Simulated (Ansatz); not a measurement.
Reaction (ligand exchange at the Sn–Br bond): `C[S][Sn][Br]` + CH₃OH → `C[O][Sn][S]C` + HBr

Program: Ansatz. Geometries: PBE0-D4/def2-TZVP. ΔE: electronic, gas phase. CCSD(T)/CBS is the MP2 limit (def2-TZVPP, def2-QZVPP) plus CCSD(T) − MP2 in def2-TZVPP, frozen cores. This one scheme is used for every species. DFT in def2-TZVPP. B3LYP here is the variant with VWN-RPA as its local correlation; programs differ in this. HSE06 is defined as in plane-wave codes. Elements past krypton have def2 core potentials. For Br, Sn outer-core shells are correlated without core-valence functions, which leaves a few kJ/mol of doubt a bond. Scalar relativity is left out up to krypton. One conformer a species, not always the lowest.

`C[S][Sn][Br]`:

```xyz
7

C     0.563    0.817    0.102
S     0.445   -0.496    1.343
Sn   -1.044   -2.245    0.614
Br   -1.750   -1.332   -1.650
H    -0.076    0.610   -0.755
H     1.600    0.892   -0.222
H     0.262    1.755    0.568
```

CH₃OH:

Z-matrix (Å, degrees):
```
C
O 1 1.409
H 1 1.097 2 112.4
H 1 1.090 2 107.0 3 -118.5
H 1 1.097 2 112.4 3 123.0
H 2 0.959 1 108.5 3 -61.6
```

`C[O][Sn][S]C`:

```xyz
11

C    -1.028   -1.246    0.353
O    -1.615   -0.575   -0.727
Sn   -1.754    1.343   -1.181
S     0.314    2.228   -0.235
C     1.485    0.849   -0.066
H    -1.772   -1.900    0.823
H    -0.197   -1.877    0.015
H    -0.645   -0.565    1.123
H     1.555    0.535    0.975
H     2.459    1.209   -0.396
H     1.196    0.000   -0.682
```

HBr:

```xyz
2

Br   -0.280   -0.004   -0.653
H     0.280    0.004    0.653
```

```tsv
level	ΔE (kcal/mol)	difference from CCSD(T)/CBS
LDA (SPW92)	23.0	-0.5
PBE-D4	23.7	0.2
revPBE-D4	22.7	-0.8
BLYP-D4	21.8	-1.7
r2SCAN-D4	23.7	0.2
B97M-V	22.4	-1.1
r2SCANh-D4	24.5	1.0
r2SCAN0-D4	25.5	2.0
HSE06-D4	25.8	2.3
BHLYP-D4	25.6	2.1
CAM-B3LYP-D4	22.3	-1.2
ωB97X-V	22.6	-0.9
ωB97M-V	23.3	-0.2
B2PLYP	23.6	0.1
PBE	24.6	1.1
revPBE	25.3	1.8
BLYP	23.5	0.0
r2SCAN	24.1	0.6
PBE0	26.3	2.8
B3LYP	24.8	1.3
r2SCANh	24.8	1.3
r2SCAN0	25.9	2.4
HSE06	26.5	3.0
BHLYP	25.9	2.4
CAM-B3LYP	23.0	-0.5
LC-ωPBE	23.1	-0.4
HF/def2-SVP	27.4	3.9
MP2/def2-SVP	22.9	-0.6
CCSD/def2-SVP	22.9	-0.6
CCSD(T)/def2-SVP	22.3	-1.2
HF/def2-TZVPP	27.6	4.1
MP2/def2-TZVPP	22.9	-0.6
SCS-MP2/def2-TZVPP	22.4	-1.1
CCSD/def2-TZVPP	22.7	-0.8
CCSD(T)/def2-TZVPP	22.1	-1.4
HF/def2-QZVPP	27.2	3.7
MP2/def2-QZVPP	23.6	0.1
SCS-MP2/def2-QZVPP	23.1	-0.4
MP2/CBS(def2)	24.4	0.9
CCSD/CBS(def2)	24.2	0.7
CCSD(T)/CBS	23.5	0
```

Largest T1 diagnostic among the species: 0.016.

The D4 term adds −1.2 kcal/mol with B3LYP and −0.7 kcal/mol with PBE0; it sums over pairs of atoms, weighted by their polarisabilities, and B3LYP, whose exchange is more repulsive, gets the larger term. Leaving LDA and LC-ωPBE aside and taking each functional with its dispersion term where it has one, the values spread over 4.1 kcal/mol, from BLYP-D4 to HSE06-D4. LDA lies −1.6 kcal/mol from PBE without D4.

CCSD(T)/CBS has its own doubt, a few kJ/mol and more with outer-core shells, so smaller differences from it don't rank the levels.
